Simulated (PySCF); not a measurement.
C2H6FNSi, SMILES CN(C)[Si]F (connectivity only; charge and spin as stated), neutral, multiplicity 1.

The structure is a stationary point at PBE-D3(BJ)/def2-SVP. The values are those of a single conformer.

Two levels are set side by side: TDA-PBE/def2-SVPD (PySCF) and TDA-ωB97X/def2-SVPD (PySCF). Vertical, same geometry. The lowest singlet is HOMO→LUMO 90 % with PBE and HOMO→LUMO 95 % with the other functional; states are paired by order. Differences are taken from unrounded values.

```tsv
quantity	TDA-PBE
lowest singlet excitation (eV)	5.11
lowest triplet excitation (TDA) (eV)	3.20
first bright state (f over 0.05) (eV)	5.11
its oscillator strength	0.17
```

Problem. These are the TDA-PBE values. What does TDA-ωB97X give? (An estimate is asked for; the answer gives what the named calculation found.)

Solution. 
| quantity | TDA-ωB97X | TDA-PBE minus TDA-ωB97X |
|---|---|---|
| lowest singlet excitation (eV) | 5.37 | -0.27 |
| lowest triplet excitation (TDA) (eV) | 3.27 | -0.07 |
| first bright state (f over 0.05) (eV) | 5.37 | -0.27 |
| its oscillator strength | 0.15 | 0.03 |

A lower first singlet is the usual sign of a functional without exact exchange. Differences between two approximate levels are no errors against the true value.

Rough cost on one machine, each run with all the roots and properties that it gave: TDA-ωB97X against TDA-PBE about 4 times.
